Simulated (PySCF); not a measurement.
Simulation results for BClH2N

Computed with PySCF 2.14.0. Calculation on a computer-drawn molecule: vertical ionisation energy to the stated ion spin, frozen-core CCSD(T) at the basis limit and cheaper methods, single-reference cases, UHF for radicals, no spin-orbit; all values are single points at the evaluated structure, the first of each entry, which is the reference or a displaced copy of it and isn't optimised; the reference structure only sets the zero of the energies above reference; triples share is (T) over the correlation energy.

Common to all runs: charge 1; multiplicity 1; ion multiplicity 2; diffuse functions no; basis cc-pV(n+d)Z; reference is the Hartree-Fock double-zeta minimum; best is HF at quadruple zeta + MP2 correlation extrapolated from triple and quadruple zeta + CCSD(T) minus MP2 at triple zeta; basis step is the size of the change from the same recipe one zeta lower.

(1) 
```xyz
5
formula=BClH2N ionisation_energy_best=18.3 ionisation_energy_basis_step=0.07743 energy_above_reference_best=9.099 energy_above_reference_basis_step=0.05039 ionisation_energy_Koopmans_at_triple_zeta=18.92 ionisation_energy_EOM_CCSD_at_triple_zeta=18.23 total_energy_HF_triple_zeta=-539.6256 total_energy_CCSD(T)_triple_zeta=-540.1417 total_energy_best=-540.2158 T1_diagnostic_at_triple_zeta=0.01328 D1_diagnostic_at_triple_zeta=0.03627 ion_T1_diagnostic_at_triple_zeta=0.03056 ion_D1_diagnostic_at_triple_zeta=0.149 ion_spin_squared_at_triple_zeta=0.7709 triples_share_at_triple_zeta=0.04157 basis_functions_triple_zeta=127
N     -0.3738    -0.0028    -0.8267
B     -1.0433     0.1341    -2.0009
Cl    -1.6851     0.3166    -3.4292
H     -0.9469     0.0189     0.0651
H      0.5431    -0.0507    -0.8149
```

Units: ionisation_energy_best, ionisation_energy_basis_step, ionisation_energy_Koopmans_at_triple_zeta, ionisation_energy_EOM_CCSD_at_triple_zeta in eV; energy_above_reference_best, energy_above_reference_basis_step in kcal/mol; total_energy_HF_triple_zeta, total_energy_CCSD(T)_triple_zeta, total_energy_best in hartree.

Reference structure:
```xyz
5
BClH2N
N     -0.4365     0.0250    -0.8707
B     -1.0067     0.1785    -2.0526
Cl    -1.7102     0.3679    -3.5104
H     -0.9662    -0.0365    -0.0137
H      0.5638    -0.0402    -0.7524
```

Drawn bonds:
```
atom  other atom  order
   1           2      1
   2           3      1
   1           4      1
   1           5      1
```

Triple zeta:
```
 method  ionisation energy (eV)  energy above reference (kcal/mol)
     HF                   16.93                              9.449
    PBE                   17.97                              9.474
 r2SCAN                   17.96                              9.197
  B3LYP                   18.11                              9.361
  wB97X                   18.24                               9.25
    MP2                   18.34                              9.073
   CCSD                   18.11                              9.245
CCSD(T)                   18.14                              9.243
```

(2) 
```xyz
5
formula=BClH2N ionisation_energy_best=18.37 ionisation_energy_basis_step=0.08002 energy_above_reference_best=8.129 energy_above_reference_basis_step=0.1273 ionisation_energy_Koopmans_at_triple_zeta=18.99 ionisation_energy_EOM_CCSD_at_triple_zeta=18.31 total_energy_HF_triple_zeta=-539.6272 total_energy_CCSD(T)_triple_zeta=-540.1436 total_energy_best=-540.2173 T1_diagnostic_at_triple_zeta=0.01381 D1_diagnostic_at_triple_zeta=0.037 ion_T1_diagnostic_at_triple_zeta=0.03579 ion_D1_diagnostic_at_triple_zeta=0.1785 ion_spin_squared_at_triple_zeta=0.7732 triples_share_at_triple_zeta=0.04186 basis_functions_triple_zeta=127
N     -0.3738    -0.0028    -0.8267
B     -1.0433     0.1341    -2.0009
Cl    -1.7046     0.3221    -3.4727
H     -0.9469     0.0189     0.0651
H      0.5431    -0.0507    -0.8149
```

Units: ionisation_energy_best, ionisation_energy_basis_step, ionisation_energy_Koopmans_at_triple_zeta, ionisation_energy_EOM_CCSD_at_triple_zeta in eV; energy_above_reference_best, energy_above_reference_basis_step in kcal/mol; total_energy_HF_triple_zeta, total_energy_CCSD(T)_triple_zeta, total_energy_best in hartree.

Reference structure:
```xyz
5
BClH2N
N     -0.4365     0.0250    -0.8707
B     -1.0067     0.1785    -2.0526
Cl    -1.7102     0.3679    -3.5104
H     -0.9662    -0.0365    -0.0137
H      0.5638    -0.0402    -0.7524
```

Drawn bonds:
```
atom  other atom  order
   1           2      1
   2           3      1
   1           4      1
   1           5      1
```

Triple zeta:
```
 method  ionisation energy (eV)  energy above reference (kcal/mol)
     HF                   17.05                              8.457
    PBE                   17.99                              8.333
 r2SCAN                      18                              8.362
  B3LYP                   18.15                              8.412
  wB97X                   18.32                              8.386
    MP2                   18.44                               8.09
   CCSD                    18.2                              8.144
CCSD(T)                   18.21                               8.04
```

(3) 
```xyz
5
formula=BClH2N ionisation_energy_best=18.42 ionisation_energy_basis_step=0.08291 energy_above_reference_best=8.904 energy_above_reference_basis_step=0.2603 ionisation_energy_Koopmans_at_triple_zeta=19.03 ionisation_energy_EOM_CCSD_at_triple_zeta=18.36 total_energy_HF_triple_zeta=-539.6259 total_energy_CCSD(T)_triple_zeta=-540.1426 total_energy_best=-540.2161 T1_diagnostic_at_triple_zeta=0.01427 D1_diagnostic_at_triple_zeta=0.03764 ion_T1_diagnostic_at_triple_zeta=0.04134 ion_D1_diagnostic_at_triple_zeta=0.21 ion_spin_squared_at_triple_zeta=0.7755 triples_share_at_triple_zeta=0.0421 basis_functions_triple_zeta=127
N     -0.3738    -0.0028    -0.8267
B     -1.0433     0.1341    -2.0009
Cl    -1.7213     0.3269    -3.5098
H     -0.9469     0.0189     0.0651
H      0.5431    -0.0507    -0.8149
```

Units: ionisation_energy_best, ionisation_energy_basis_step, ionisation_energy_Koopmans_at_triple_zeta, ionisation_energy_EOM_CCSD_at_triple_zeta in eV; energy_above_reference_best, energy_above_reference_basis_step in kcal/mol; total_energy_HF_triple_zeta, total_energy_CCSD(T)_triple_zeta, total_energy_best in hartree.

Reference structure:
```xyz
5
BClH2N
N     -0.4365     0.0250    -0.8707
B     -1.0067     0.1785    -2.0526
Cl    -1.7102     0.3679    -3.5104
H     -0.9662    -0.0365    -0.0137
H      0.5638    -0.0402    -0.7524
```

Drawn bonds:
```
atom  other atom  order
   1           2      1
   2           3      1
   1           4      1
   1           5      1
```

Triple zeta:
```
 method  ionisation energy (eV)  energy above reference (kcal/mol)
     HF                   17.15                              9.261
    PBE                   17.99                              8.948
 r2SCAN                   18.03                              9.252
  B3LYP                   18.17                              9.181
  wB97X                   18.38                              9.257
    MP2                   18.51                              8.902
   CCSD                   18.27                              8.838
CCSD(T)                   18.26                               8.65
```

(4) 
```xyz
5
formula=BClH2N
N     -0.3738    -0.0028    -0.8267
B     -1.0433     0.1341    -2.0009
Cl    -1.9289     0.3859    -3.9719
H     -0.9469     0.0189     0.0651
H      0.5431    -0.0507    -0.8149
```

Reference structure:
```xyz
5
BClH2N
N     -0.4365     0.0250    -0.8707
B     -1.0067     0.1785    -2.0526
Cl    -1.7102     0.3679    -3.5104
H     -0.9662    -0.0365    -0.0137
H      0.5638    -0.0402    -0.7524
```

Drawn bonds:
```
atom  other atom  order
   1           2      1
   2           3      1
   1           4      1
   1           5      1
```

(5) 
```xyz
5
formula=BClH2N
N     -0.4824     0.1108    -0.7986
B     -1.0789     0.2157    -2.0848
Cl    -1.7004     0.3768    -3.4938
H     -0.9039    -0.0438     0.0459
H      0.6227    -0.0313    -0.7021
```

Reference structure:
```xyz
5
BClH2N
N     -0.4365     0.0250    -0.8707
B     -1.0067     0.1785    -2.0526
Cl    -1.7102     0.3679    -3.5104
H     -0.9662    -0.0365    -0.0137
H      0.5638    -0.0402    -0.7524
```

Drawn bonds:
```
atom  other atom  order
   1           2      1
   2           3      1
   1           4      1
   1           5      1
```

(6) 
```xyz
5
formula=BClH2N
N     -0.4376     0.0251    -0.8679
B     -1.0063     0.1819    -2.0500
Cl    -1.7096     0.3681    -3.5096
H     -0.9701    -0.0360    -0.0132
H      0.5627    -0.0399    -0.7506
```

Reference structure:
```xyz
5
BClH2N
N     -0.4365     0.0250    -0.8707
B     -1.0067     0.1785    -2.0526
Cl    -1.7102     0.3679    -3.5104
H     -0.9662    -0.0365    -0.0137
H      0.5638    -0.0402    -0.7524
```

Drawn bonds:
```
atom  other atom  order
   1           2      1
   2           3      1
   1           4      1
   1           5      1
```

Question: What total energy HF triple zeta does the calculation give for BClH2N (entry 4)?
Answer: -539.5303 hartree

Question: Give the table of triple zeta values for BClH2N (entry 4).
Answer: 
Triple zeta:
```
 method  ionisation energy (eV)  energy above reference (kcal/mol)
     HF                   16.58                              69.28
    PBE                   17.53                              63.83
 r2SCAN                    17.6                              67.69
  B3LYP                   17.71                              65.15
  wB97X                   17.72                              68.61
    MP2                   17.77                              68.65
   CCSD                    17.6                              65.51
CCSD(T)                   17.65                              64.43
```

Question: Estimate the energy above reference best of BClH2N (entry 5).
Answer: 14.22 kcal/mol

Question: Estimate the total energy best of BClH2N (entry 5).
Answer: -540.2076 hartree

Question: Give the table of triple zeta values for BClH2N (entry 5).
Answer: 
Triple zeta:
```
 method  ionisation energy (eV)  energy above reference (kcal/mol)
     HF                    16.3                               16.8
    PBE                    17.6                              13.07
 r2SCAN                   17.54                              13.99
  B3LYP                   17.68                              14.15
  wB97X                   17.74                               14.5
    MP2                    17.8                                 14
   CCSD                   17.58                              14.48
CCSD(T)                   17.64                              14.03
```

Question: What total energy best does the calculation give for BClH2N (entry 6)?
Answer: -540.2303 hartree

Question: Give the missing total energy CCSD(T) triple zeta for BClH2N (entry 6).
Answer: -540.1564 hartree

Question: Estimate the total energy HF triple zeta of BClH2N (entry 6).
Answer: -539.6407 hartree

Question: Give the table of triple zeta values for BClH2N (entry 6).
Answer: 
Triple zeta:
```
 method  ionisation energy (eV)  energy above reference (kcal/mol)
     HF                   17.25                           0.006209
    PBE                   18.05                            0.02271
 r2SCAN                   18.09                            0.02402
  B3LYP                   18.23                            0.02122
  wB97X                   18.43                            0.01936
    MP2                   18.59                            0.01717
   CCSD                   18.33                            0.01288
CCSD(T)                   18.33                            0.01259
```

Further results for BClH2N (entry 4):

```
ionisation energy best                    : 17.85 eV
ionisation energy basis step              : 0.4256 eV
energy above reference best               : 65.55 kcal/mol
energy above reference basis step         : 1.178 kcal/mol
ionisation energy Koopmans at triple zeta : 18.58 eV
ionisation energy EOM CCSD at triple zeta : 17.81 eV
total energy CCSD(T) triple zeta          : -540.0537 hartree
total energy best                         : -540.1258 hartree
T1 diagnostic at triple zeta              : 0.01873
D1 diagnostic at triple zeta              : 0.05189
ion T1 diagnostic at triple zeta          : 0.02392
ion D1 diagnostic at triple zeta          : 0.07677
ion spin squared at triple zeta           : 0.8043
triples share at triple zeta              : 0.04424
basis functions triple zeta               : 127
```

Further results for BClH2N (entry 5):

```
ionisation energy best                    : 17.8 eV
ionisation energy basis step              : 0.07111 eV
energy above reference basis step         : 0.3215 kcal/mol
ionisation energy Koopmans at triple zeta : 18.51 eV
ionisation energy EOM CCSD at triple zeta : 17.73 eV
total energy HF triple zeta               : -539.6139 hartree
total energy CCSD(T) triple zeta          : -540.1340 hartree
T1 diagnostic at triple zeta              : 0.01413
D1 diagnostic at triple zeta              : 0.0417
ion T1 diagnostic at triple zeta          : 0.0233
ion D1 diagnostic at triple zeta          : 0.1033
ion spin squared at triple zeta           : 0.7656
triples share at triple zeta              : 0.04264
basis functions triple zeta               : 127
```

Further results for BClH2N (entry 6):

```
ionisation energy best                    : 18.49 eV
ionisation energy basis step              : 0.08174 eV
energy above reference best               : 0.01537 kcal/mol
energy above reference basis step         : 0.001626 kcal/mol
ionisation energy Koopmans at triple zeta : 19.07 eV
ionisation energy EOM CCSD at triple zeta : 18.41 eV
T1 diagnostic at triple zeta              : 0.0133
D1 diagnostic at triple zeta              : 0.03495
ion T1 diagnostic at triple zeta          : 0.04093
ion D1 diagnostic at triple zeta          : 0.2092
ion spin squared at triple zeta           : 0.7803
triples share at triple zeta              : 0.0416
basis functions triple zeta               : 127
```
